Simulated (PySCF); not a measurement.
Ga(Me)(Cl) (CH3ClGa), SMILES [CH3][Ga+][Cl], charge +1. Geometry: ωB97X-D3(BJ)/def2-TZVP. The spin state was assumed, not searched. The isomer is the one that the SMILES or the coordinates give; other isomers of the formula were not compared.

Computed with ωB97X-D3(BJ)/def2-TZVP in PySCF 2.14.0.

Harmonic wavenumbers (cm⁻¹): 126, 126, 477, 656, 811, 811, 1269, 1435, 1435, 3076, 3183, 3183. Rotational constants (GHz): 155.8, 2.631, 2.631; symmetry number 3.

Work out the zero-point energy and the ideal-gas rigid-rotor harmonic-oscillator thermochemistry at 298.15 K and 1 atm.

ZPE = ½ Σ hcν = ½ × 16589 cm⁻¹ = 99.22 kJ/mol. H − E(el) = 114.18 kJ/mol. Entropy in J/(mol K): translation 168.48, rotation 88.00, vibration 31.58, total 288.05. G − E(el) = 28.30 kJ/mol. Cp = 65.43 J/(mol K). Modes under 150 cm⁻¹ make the vibrational entropy uncertain.
